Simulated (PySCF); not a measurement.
Consider ethyltrichlorosilane, `CC[Si](Cl)(Cl)Cl` (C2H5Cl3Si). Atom numbers as in the mapped SMILES `[CH3:1][CH2:2][Si:3]([Cl:4])([Cl:5])[Cl:6]`.

These are calculated values, M06-2X/def2-TZVP in PySCF (grid level 3) at geometries from PBE0-D3(BJ)/def2-SVP. Thermal corrections: GFN2-xTB frequencies, unscaled, ideal gas at 298.15 K and 1 bar, quasi-RRHO entropy. These were taken at the GFN2-xTB minima.

(1) Rank these bonds by dissociation enthalpy, weakest first.
A. C2–H
B. C2–Si3
C. Si3–Cl4

Not ranked, since the method can't order them against a listed neighbour: C1–C2 (372 kJ/mol), C1–H (411 kJ/mol).

(2) For C2–Si3, what are ΔE (electronic) and ΔG(298 K) of the homolysis?

Results:

(1) B (369 kJ/mol), A (403 kJ/mol), C (465 kJ/mol).

(2) ΔE = 385 and ΔG = 313 kJ/mol, beside ΔH = 369 kJ/mol. The radicals are `[CH2]C` and `Cl[Si](Cl)Cl`.

Known limits: spin-orbit coupling is left out of the energies, which matters for open shells on the heavier atoms; the order of C2–Si3 and C1–C2, of C2–H and C1–H is undecided: the gaps lie inside the method's error (some 10 kJ/mol, one structure a species).
